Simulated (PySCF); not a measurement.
A calculated (M06-L, PySCF 2.14, x2c-TZVPPall with one added diffuse shell each of s, p, d, f type, scalar relativity by spin-free X2C-1e) atom or ion has these occupied shells.

| shell | electrons | orbital energy (eV) | rms radius, mean of both spins (bohr) |
| --- | --- | --- | --- |
| 1s α | 1 | -80563.0 | 0.0190 |
| 1s β | 1 | -80563.0 | 0.0190 |
| 2s β | 1 | -14247.1 | 0.0769 |
| 2s α | 1 | -14247.1 | 0.0769 |
| 2p α | 3 | -12364.7 | 0.0705 |
| 2p β | 3 | -12364.7 | 0.0705 |
| 3s α | 1 | -3378.8 | 0.196 |
| 3s β | 1 | -3378.8 | 0.196 |
| 3p α | 3 | -2826.5 | 0.198 |
| 3p β | 3 | -2826.5 | 0.198 |
| 3d α | 5 | -2211.4 | 0.181 |
| 3d β | 5 | -2211.4 | 0.181 |
| 4s α | 1 | -741.36 | 0.432 |
| 4s β | 1 | -741.34 | 0.432 |
| 4p α | 3 | -558.17 | 0.460 |
| 4p β | 3 | -558.15 | 0.460 |
| 4d α | 5 | -330.70 | 0.492 |
| 4d β | 5 | -330.67 | 0.492 |
| 5s β | 1 | -109.35 | 0.990 |
| 5s α | 1 | -109.27 | 0.990 |
| 4f α | 7 | -82.357 | 0.549 |
| 4f β | 7 | -82.321 | 0.549 |
| 5p β | 3 | -61.275 | 1.14 |
| 5p α | 3 | -61.192 | 1.14 |
| 5d α | 5 | -6.873 | 1.78 |
| 5d β | 5 | -6.656 | 1.78 |
| 6s α | 1 | -5.741 | 3.00 |

**Question.** Name the element and its charge.

**Answer.** Au (gold, neutral), in [Xe] 4f14 5d10 6s1, 2S determinant.
